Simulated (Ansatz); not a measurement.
Born–Oppenheimer molecular dynamics of ClFGaH (4 atoms, charge 0, multiplicity 1). It starts from a relaxed structure.

Computed with UKS PBE0-D4/def2-SVP (Ansatz 0.2.0).

* ensemble: NVT, Langevin thermostat
* time step: 3 fs
* steps asked: 40
* set temperature: 500 K
* friction: 0.005 /fs
* seed: 833932

First frame:

```xyz
4
Properties=species:S:1:pos:R:3
F -1.692 0.043 0.267
Ga 0.020 0.135 -0.059
Cl 1.072 -1.663 0.392
H 0.655 1.426 -0.620
```

**Question.** How far do the bonds stretch over the last three quarters of this one trajectory? (Pairs bonded in most of those frames.)

**Answer.** 
```tsv
bond	mean (Å)	spread (Å)	shortest	longest
F1–Ga2	1.750	0.007	1.74	1.76
Ga2–Cl3	2.136	0.023	2.10	2.18
Ga2–H4	1.551	0.037	1.49	1.63
```

Mean temperature of the second half: 421 K. The mean temperature of the second half is 16 % below the set value. A step of 3 fs is long for free X–H stretches (periods near 10 fs) and can bias their spread and the temperature. A run of 0.12 ps of so small a system gives no equilibrium averages.

The run took 2.2 min on 2 threads of Arm Neoverse N1, on a shared host, peak memory 0.18 GiB.
